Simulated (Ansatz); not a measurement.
`[F][Hf]([F])([F])[Cl]` + `N=C=O` → `O=C=[N][Hf]([F])([F])[F]` + HCl at 700 K and 1 bar (ligand exchange at the Hf–Cl bond).

Computed with Ansatz on PBE0-D4/def2-TZVP structures; ΔE is electronic, products minus reactants. CBS: MP2 limit from def2 TZ/QZ plus the TZ coupled-cluster correction, frozen cores. This one scheme is used for every species. Elements past krypton have def2 core potentials. For Hf outer-core shells are correlated without core-valence functions, which leaves a few kJ/mol of doubt a bond. Each species was taken in one conformer, which may not be the lowest.

```csv
species,CCSD(T)/CBS energy (Eh),H − E (kJ/mol),S (J/(mol·K))
`[F][Hf]([F])([F])[Cl]`,-807.38599,78.8,435.8
`N=C=O`,-168.51995,89.3,283.6
`O=C=[N][Hf]([F])([F])[F]`,-515.51547,128.0,505.9
HCl,-460.38127,38.4,211.8
```

H − E and S are ideal-gas, rigid-rotor, harmonic terms from PBE0-D4/def2-TZVP, for one conformer and one mirror image of each species. 1 Eh = 2625.50 kJ/mol, R = 8.31446 J/(mol·K).

Q: By hand: ΔE, ΔH, ΔS and ΔG.

A: ΔE = (-515.51547) + (-460.38127) − (-807.38599) − (-168.51995) = 0.00920 Eh = 24.2 kJ/mol. Δ(H − E) = 128.0 + 38.4 − 78.8 − 89.3 = -1.7, so ΔH = 22.5 kJ/mol. ΔS = 505.9 + 211.8 − 435.8 − 283.6 = -1.7 J/(mol·K). ΔG = 22.5 − 700 × (-1.7)/1000 = 23.7 kJ/mol.

Q: By hand: the equilibrium constant, and the temperature at which ΔG would vanish if ΔH and ΔS stayed fixed.

A: log₁₀ K = −ΔG/(RT ln 10) = -1.8. ΔH and −TΔS have one sign here, so there is no such temperature. One of them is within its doubt of zero, so this could turn.

The number of gas molecules stays the same, so ΔS is small and ΔH decides. A doubt of 5 kJ/mol in ΔE shifts log₁₀ K by 0.4 here. Other conformers and mirror images would add mixing entropy, several J/(mol·K) or more a flexible species. Modes under 60 cm⁻¹, often nearly free rotors, make the harmonic entropy too high. These are equilibria of isolated gas molecules and say nothing of rates. Largest T1 diagnostic: 0.018 (customary marks: 0.02 for closed shells, 0.045 for open ones).
